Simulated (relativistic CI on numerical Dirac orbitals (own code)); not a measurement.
# Slater and spin-orbit integrals, Hg⁷⁵⁺

Computed by Dirac-Coulomb-Breit CI, separate exchange-only KLI orbitals for each configuration, a model potential for QED, unscaled Slater integrals (own radial code, finite nucleus).

Slater integrals F^k, G^k are unscaled and averaged over j, outside the closed core 1s2; ζ comes from projecting the Hamiltonian with its Breit term on Σ l·s of the shell.

- 2s²2p: ζ(2p) = 1.1306e+07 cm⁻¹; <r>(2p) = 0.05974, <r^2>(2p) = 0.004366 (bohr units).
- 2s2p²: F^2(2p,2p) = 1.5615e+06, G^1(2s,2p) = 1.6901e+06, ζ(2p) = 1.1285e+07 cm⁻¹; <r>(2s) = 0.06674, <r^2>(2s) = 0.005315, <r>(2p) = 0.05977, <r^2>(2p) = 0.00437 (bohr units).
- 2p³: F^2(2p,2p) = 1.56e+06, ζ(2p) = 1.1264e+07 cm⁻¹; <r>(2p) = 0.05983, <r^2>(2p) = 0.004379 (bohr units).

Averages of the first 10 configurations, taken without configuration mixing, which lowers the lowest level and can move excited configurations by several eV; other configurations of the list can lie among them:

```
Configuration  Parity  States  Average energy above the lowest level (eV)
        2s²2p     odd       6                                      1405.7
        2s2p²    even      30                                      3091.1
          2p³     odd      20                                      4846.3
        2p²3s    even      30                                     16158.2
        2s²3s    even       2                                     12796.4
        2p²3p     odd      90                                     16657.9
        2p²3d    even     150                                     17024.3
        2s²3p     odd       6                                     13310.2
        2s²3d    even      10                                     13676.1
       2s2p3s     odd      24                                     14442.1
```
